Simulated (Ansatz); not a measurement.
Born–Oppenheimer molecular dynamics of CH5Ga (7 atoms, charge 0, multiplicity 1). It starts from a relaxed structure.

Level of theory: Ansatz 0.2.0, RKS PBE/def2-SVP.

```yaml
ensemble: NVE (velocity Verlet)
time_step: 0.5 fs
steps_asked: 166
starting_velocities_drawn_for: 400 K
seed: 675477
```

First frame:

```xyz
7
Properties=species:S:1:pos:R:3
Ga 0.010 0.001 -0.009
H -0.006 -0.002 1.579
H 1.407 -0.002 -0.762
C -1.702 0.004 -1.003
H -2.277 -0.913 -0.754
H -2.327 0.863 -0.681
H -1.567 0.050 -2.101
```

What does the run give?

The run went to its last step.

| Quantity | Value |
| --- | --- |
| steps done | 166 |
| time covered | 83 fs |
| mean temperature over the second half | 190 K |
| spread of the potential energy over the second half | 5.0 meV per atom |
| mean potential energy of the second half above the start | 19.5 meV per atom |

The conserved energy stayed within 0.3 meV per atom of its start (net change 0.18 meV per atom), so the integration is sound. Over the second half the temperature averaged 0.48 of the 400 K drawn at the start: a run that starts near a minimum puts about half its kinetic energy into the potential. A run of 0.083 ps of so small a system gives no equilibrium averages.

What happens to the structure?

The same pairs are bonded in the first frame and the last. Pairs count as bonded within 1.25 times the sum of covalent radii (0.12 Å more for H–H). Another seed would give other details.

How do temperature and energy run in time?


| time (fs) | T (K) | potential energy less start (eV) | conserved less start (meV/atom) |
| --- | --- | --- | --- |
| 0.0 | 400 | 0.000 | 0.00 |
| 2.5 | 209 | 0.125 | 0.24 |
| 5.0 | 205 | 0.127 | 0.16 |
| 7.5 | 183 | 0.141 | 0.14 |
| 10.0 | 177 | 0.145 | 0.12 |
| 12.5 | 149 | 0.163 | 0.16 |
| 15.0 | 110 | 0.189 | 0.24 |
| 17.5 | 256 | 0.093 | 0.01 |
| 20.0 | 110 | 0.189 | 0.30 |
| 22.5 | 243 | 0.102 | 0.07 |
| 25.0 | 228 | 0.113 | 0.21 |
| 27.5 | 324 | 0.050 | 0.10 |
| 30.0 | 220 | 0.118 | 0.20 |
| 32.5 | 219 | 0.117 | 0.12 |
| 35.0 | 209 | 0.125 | 0.15 |
| 37.5 | 134 | 0.174 | 0.22 |
| 40.0 | 190 | 0.136 | 0.08 |
| 42.5 | 160 | 0.157 | 0.23 |
| 45.0 | 238 | 0.105 | 0.07 |
| 47.5 | 78 | 0.210 | 0.25 |
| 50.0 | 163 | 0.154 | 0.12 |
| 52.5 | 179 | 0.144 | 0.20 |
| 55.0 | 254 | 0.095 | 0.09 |
| 57.5 | 223 | 0.116 | 0.19 |
| 60.0 | 263 | 0.090 | 0.17 |
| 62.5 | 296 | 0.068 | 0.07 |
| 65.0 | 153 | 0.161 | 0.22 |
| 67.5 | 195 | 0.133 | 0.14 |
| 70.0 | 197 | 0.132 | 0.19 |
| 72.5 | 240 | 0.104 | 0.09 |
| 75.0 | 123 | 0.181 | 0.22 |
| 77.5 | 139 | 0.170 | 0.14 |
| 80.0 | 163 | 0.154 | 0.15 |
| 82.5 | 164 | 0.154 | 0.20 |

Time of the run: 4 min on 1 thread of Arm Neoverse V2, with other jobs on the host, peak memory 0.12 GiB.
